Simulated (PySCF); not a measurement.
Ga(Cl)(Me)(NH2) (CH5ClGaN), SMILES [CH3][Ga]([NH2])[Cl].

Coordinates come from a PBE0-D3(BJ)/def2-SVP optimisation. The structure was generated by enumeration; whether it is a known compound was not checked. Other conformers were not sampled.

All values below come from PBE/def2-TZVP (PySCF).

Symmetry labels are those of the subgroup Cs that the program uses (full group Cs).

Question: List the valence orbital energies around the gap with their symmetry. (An estimate is asked for; the answer gives what the named calculation found.)

Answer: 
```json
[
 {"orbital": "HOMO−7", "symmetry": "A'", "energy (eV)": "-11.24"},
 {"orbital": "HOMO−6", "symmetry": "A'", "energy (eV)": "-10.04"},
 {"orbital": "HOMO−5", "symmetry": "A\"", "energy (eV)": "-9.95"},
 {"orbital": "HOMO−4", "symmetry": "A'", "energy (eV)": "-8.64"},
 {"orbital": "HOMO−3", "symmetry": "A'", "energy (eV)": "-7.78"},
 {"orbital": "HOMO−2", "symmetry": "A\"", "energy (eV)": "-7.40"},
 {"orbital": "HOMO−1", "symmetry": "A'", "energy (eV)": "-6.94"},
 {"orbital": "HOMO", "symmetry": "A\"", "energy (eV)": "-6.14"},
 {"orbital": "LUMO", "symmetry": "A\"", "energy (eV)": "-0.94"},
 {"orbital": "LUMO+1", "symmetry": "A'", "energy (eV)": "-0.90"},
 {"orbital": "LUMO+2", "symmetry": "A'", "energy (eV)": "0.60"},
 {"orbital": "LUMO+3", "symmetry": "A'", "energy (eV)": "0.86"}
]
```
